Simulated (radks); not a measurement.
Spherical quantum dot in the effective-mass picture: electrons in a well V = -V0 / (1 + exp((r - R)/a)) with V0 = 3.96, R = 8.63, a = 0.83, with a point charge +1 (a donor) at the centre, all in effective atomic units (hartree* = m*/eps^2 hartree, bohr* = eps/m* bohr), one dielectric constant everywhere. Method: non-relativistic Kohn-Sham, LDA (Slater exchange, Perdew-Wang correlation), spin-polarised, spherical densities; computed with a radial shooting solver with Libxc functionals. Levels are named by radial order and angular momentum (1s, 1p, 1d, 2s, ...), and open shells are averaged over m.

N = 23, configuration 1s2 1p6 1d10 2s(up 1, down 0) 1f(up 4, down 0). This is the lowest configuration that the search found. Occupied and some empty levels:

level,occupation,eigenvalue (hartree*),<r> (bohr*)
1s up,1,-0.46716,4.855
1s down,1,-0.44091,5.452
1p up,3,-0.41880,5.825
1p down,3,-0.40036,5.819
2s up,1,-0.37130,2.686
1d up,5,-0.35358,6.009
1d down,5,-0.33495,6.003
2s down,0,-0.26523,2.602
1f up,4,-0.26413,6.172
1f down,0,-0.24527,6.171
1g up,0,-0.15281,6.324
1g down,0,-0.13384,6.326
2p up,0,-0.064587,4.418
2p down,0,-0.043719,4.544

Energy (hartree*): total -48.3503, kinetic 4.7956, external -89.839, Hartree 41.601, exchange-correlation -4.9080.

Electron density:

r (bohr*),n(r) (e/bohr*^3)
0.536,0.1007
1.43,0.01826
2.33,0.004953
3.22,0.004474
4.12,0.008677
5.01,0.01538
5.91,0.01839
6.80,0.01160
7.70,0.002960
8.59,0.0002692
9.49,0.00001038
10.4,2.536e-07
11.3,5.208e-09
